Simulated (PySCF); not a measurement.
Vertical ionisation of several complexes

Computed with PySCF 2.14.0, BP86, def2-SVP on the ligands and scalar-relativistic core potentials on the metal (def2; Stuttgart 1997 for actinides; CRENBL for Ra), no spin-orbit coupling, vacuum. One electron is taken off at the relaxed geometry; the lower of the one or two spin states computed is given. Charges are Mulliken's.

The compounds:

```csv
compound,state,point group,M–first ligand (Å)
[Pb(CH3)]+,singlet,C3v,2.259
[BiCl4]+,singlet,Td,2.423
[BiF2]+,singlet,C2v,2.001
[Tl(NH2)2]+,singlet,C2,2.070
[Bi(SH)2]+,singlet,Cs,2.496
```

**Question.** Order them by vertical ionisation energy, lowest first.
A. [BiF2]+
B. [Bi(SH)2]+
C. [BiCl4]+
D. [Pb(CH3)]+
E. [Tl(NH2)2]+

**Answer.** B (14.64 eV), D (15.04 eV), E (15.18 eV), C (16.17 eV), A (19.23 eV).

**Question.** What are the other results?

**Answer.** 
```
   compound  ionisation energy (eV)  −ε(HOMO) (eV)  state after  change of charge on M (e)  spin on M after (e)
 [Pb(CH3)]+                   15.04          11.67      doublet                       0.55                 0.39
   [BiCl4]+                   16.17          13.50      doublet                       0.06                -0.05
    [BiF2]+                   19.23          15.20      doublet                       0.48                 0.05
[Tl(NH2)2]+                   15.18          11.99      doublet                       0.32                -0.06
 [Bi(SH)2]+                   14.64          11.78      doublet                       0.29                -0.21
```

One start shape was tried for each compound. Distances are means of the shortest metal–ligand contacts. Open shells may have lower solutions than those found. Where the spin on M lies well between 0 and 1 the hole is shared, which such functionals overdo.
